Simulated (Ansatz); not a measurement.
`[F][Ga]([SiH3])[Cl]` + `N[SiH2]CO` → `O[CH2][Ga]([F])[Cl]` + `N[SiH2][SiH3]`  (redistribution)

Program: Ansatz. Geometries: PBE0-D4/def2-TZVP. ΔE: electronic, gas phase. CCSD(T)/CBS adds triple-zeta CCSD(T) − MP2 to the extrapolated MP2 energy (def2 sets, frozen cores). This one scheme is used for every species. Functionals use def2-TZVPP. B3LYP here is the variant with VWN-RPA as its local correlation; programs differ in this. HSE06 is defined as in plane-wave codes. For Ga outer-core shells are correlated without core-valence functions, which leaves a few kJ/mol of doubt a bond. Scalar relativity is left out up to krypton. Each species was taken in one conformer, which may not be the lowest.

```json
{"level": "LDA (SPW92)", "ΔE (kJ/mol)": "44.6", "difference from CCSD(T)/CBS": "0.6"}
{"level": "PBE-D4", "ΔE (kJ/mol)": "39.7", "difference from CCSD(T)/CBS": "-4.3"}
{"level": "revPBE-D4", "ΔE (kJ/mol)": "38.8", "difference from CCSD(T)/CBS": "-5.2"}
{"level": "BLYP-D4", "ΔE (kJ/mol)": "41.4", "difference from CCSD(T)/CBS": "-2.6"}
{"level": "r2SCAN-D4", "ΔE (kJ/mol)": "42.8", "difference from CCSD(T)/CBS": "-1.2"}
{"level": "PBE0-D4", "ΔE (kJ/mol)": "41.9", "difference from CCSD(T)/CBS": "-2.1"}
{"level": "B3LYP-D4", "ΔE (kJ/mol)": "43.6", "difference from CCSD(T)/CBS": "-0.4"}
{"level": "r2SCANh-D4", "ΔE (kJ/mol)": "43.5", "difference from CCSD(T)/CBS": "-0.5"}
{"level": "r2SCAN0-D4", "ΔE (kJ/mol)": "44.5", "difference from CCSD(T)/CBS": "0.5"}
{"level": "HSE06-D4", "ΔE (kJ/mol)": "41.7", "difference from CCSD(T)/CBS": "-2.3"}
{"level": "ωB97X-V", "ΔE (kJ/mol)": "43.6", "difference from CCSD(T)/CBS": "-0.4"}
{"level": "ωB97M-V", "ΔE (kJ/mol)": "48.8", "difference from CCSD(T)/CBS": "4.8"}
{"level": "B2PLYP", "ΔE (kJ/mol)": "44.5", "difference from CCSD(T)/CBS": "0.5"}
{"level": "PBE-QIDH", "ΔE (kJ/mol)": "43.9", "difference from CCSD(T)/CBS": "-0.1"}
{"level": "PBE", "ΔE (kJ/mol)": "39.9", "difference from CCSD(T)/CBS": "-4.1"}
{"level": "revPBE", "ΔE (kJ/mol)": "37.4", "difference from CCSD(T)/CBS": "-6.6"}
{"level": "BLYP", "ΔE (kJ/mol)": "41.5", "difference from CCSD(T)/CBS": "-2.5"}
{"level": "r2SCAN", "ΔE (kJ/mol)": "42.9", "difference from CCSD(T)/CBS": "-1.1"}
{"level": "PBE0", "ΔE (kJ/mol)": "42.2", "difference from CCSD(T)/CBS": "-1.8"}
{"level": "B3LYP", "ΔE (kJ/mol)": "43.9", "difference from CCSD(T)/CBS": "-0.1"}
{"level": "r2SCANh", "ΔE (kJ/mol)": "43.6", "difference from CCSD(T)/CBS": "-0.4"}
{"level": "r2SCAN0", "ΔE (kJ/mol)": "44.6", "difference from CCSD(T)/CBS": "0.6"}
{"level": "HSE06", "ΔE (kJ/mol)": "42.0", "difference from CCSD(T)/CBS": "-2.0"}
{"level": "BHLYP", "ΔE (kJ/mol)": "46.9", "difference from CCSD(T)/CBS": "2.9"}
{"level": "CAM-B3LYP", "ΔE (kJ/mol)": "46.2", "difference from CCSD(T)/CBS": "2.2"}
{"level": "RPA@PBE/def2-TZVPP", "ΔE (kJ/mol)": "42.9", "difference from CCSD(T)/CBS": "-1.1"}
{"level": "HF/def2-SVP", "ΔE (kJ/mol)": "46.3", "difference from CCSD(T)/CBS": "2.3"}
{"level": "MP2/def2-SVP", "ΔE (kJ/mol)": "43.6", "difference from CCSD(T)/CBS": "-0.4"}
{"level": "CCSD(T)/def2-SVP", "ΔE (kJ/mol)": "44.2", "difference from CCSD(T)/CBS": "0.2"}
{"level": "HF/def2-TZVPP", "ΔE (kJ/mol)": "45.2", "difference from CCSD(T)/CBS": "1.2"}
{"level": "MP2/def2-TZVPP", "ΔE (kJ/mol)": "43.9", "difference from CCSD(T)/CBS": "-0.1"}
{"level": "SCS-MP2/def2-TZVPP", "ΔE (kJ/mol)": "43.6", "difference from CCSD(T)/CBS": "-0.4"}
{"level": "CCSD/def2-TZVPP", "ΔE (kJ/mol)": "43.4", "difference from CCSD(T)/CBS": "-0.6"}
{"level": "CCSD(T)/def2-TZVPP", "ΔE (kJ/mol)": "43.2", "difference from CCSD(T)/CBS": "-0.8"}
{"level": "HF/def2-QZVPP", "ΔE (kJ/mol)": "45.6", "difference from CCSD(T)/CBS": "1.6"}
{"level": "MP2/def2-QZVPP", "ΔE (kJ/mol)": "44.5", "difference from CCSD(T)/CBS": "0.5"}
{"level": "SCS-MP2/def2-QZVPP", "ΔE (kJ/mol)": "43.9", "difference from CCSD(T)/CBS": "-0.1"}
{"level": "HF/CBS(def2)", "ΔE (kJ/mol)": "45.6", "difference from CCSD(T)/CBS": "1.6"}
{"level": "MP2/CBS(def2)", "ΔE (kJ/mol)": "44.6", "difference from CCSD(T)/CBS": "0.6"}
{"level": "CCSD/CBS(def2)", "ΔE (kJ/mol)": "44.1", "difference from CCSD(T)/CBS": "0.1"}
{"level": "CCSD(T)/CBS", "ΔE (kJ/mol)": "44.0", "difference from CCSD(T)/CBS": "0"}
```

Largest T1 diagnostic among the species: 0.013.

From BLYP to BHLYP (50 % exact exchange), in def2-TZVPP and without D4, ΔE moves by +5.3 kJ/mol. Leaving LDA and LC-ωPBE aside and taking each functional with its dispersion term where it has one, the values spread over 10.1 kJ/mol, from revPBE-D4 to ωB97M-V. LDA lies +4.6 kJ/mol from PBE without D4.
